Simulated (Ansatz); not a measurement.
`[SH][GeH3]` + H₂ → GeH₄ + H₂S at 700 K and 1 bar (hydrogenolysis of a Ge–S bond).

Computed with Ansatz on PBE0-D4/def2-TZVP structures; ΔE is electronic, products minus reactants. CCSD(T)/CBS is the MP2 limit (def2-TZVPP, def2-QZVPP) plus CCSD(T) − MP2 in def2-TZVPP, frozen cores. This one scheme is used for every species. For Ge outer-core shells are correlated without core-valence functions, which leaves a few kJ/mol of doubt a bond. Scalar relativity is left out up to krypton.

```json
{"species": "`[SH][GeH3]`", "CCSD(T)/CBS energy (Eh)": "-2476.30083", "H − E (kJ/mol)": "133.1", "S (J/(mol·K))": "357.0"}
{"species": "H₂", "CCSD(T)/CBS energy (Eh)": "-1.17544", "H − E (kJ/mol)": "46.8", "S (J/(mol·K))": "155.3"}
{"species": "GeH₄", "CCSD(T)/CBS energy (Eh)": "-2078.49493", "H − E (kJ/mol)": "112.9", "S (J/(mol·K))": "267.3"}
{"species": "H₂S", "CCSD(T)/CBS energy (Eh)": "-398.97279", "H − E (kJ/mol)": "64.8", "S (J/(mol·K))": "236.9"}
```

H − E and S are ideal-gas, rigid-rotor, harmonic terms from PBE0-D4/def2-TZVP. The MP2-based limit puts H₂ 0.8 mEh under its directly extrapolated value; such offsets cancel only in part. 1 Eh = 2625.50 kJ/mol, R = 8.31446 J/(mol·K).

Q: By hand: ΔE, ΔH, ΔS and ΔG.

A: ΔE = (-2078.49493) + (-398.97279) − (-2476.30083) − (-1.17544) = 0.00855 Eh = 22.4 kJ/mol. Δ(H − E) = 112.9 + 64.8 − 133.1 − 46.8 = -2.2, so ΔH = 20.2 kJ/mol. ΔS = 267.3 + 236.9 − 357.0 − 155.3 = -8.1 J/(mol·K). ΔG = 20.2 − 700 × (-8.1)/1000 = 25.9 kJ/mol.

Q: By hand: the equilibrium constant, and the temperature at which ΔG would vanish if ΔH and ΔS stayed fixed.

A: log₁₀ K = −ΔG/(RT ln 10) = -1.9. ΔH and −TΔS have one sign here, so there is no such temperature.

The number of gas molecules stays the same, so ΔS is small and ΔH decides. A doubt of 5 kJ/mol in ΔE shifts log₁₀ K by 0.4 here. These are equilibria of isolated gas molecules and say nothing of rates. Largest T1 diagnostic: 0.012 (customary marks: 0.02 for closed shells, 0.045 for open ones).
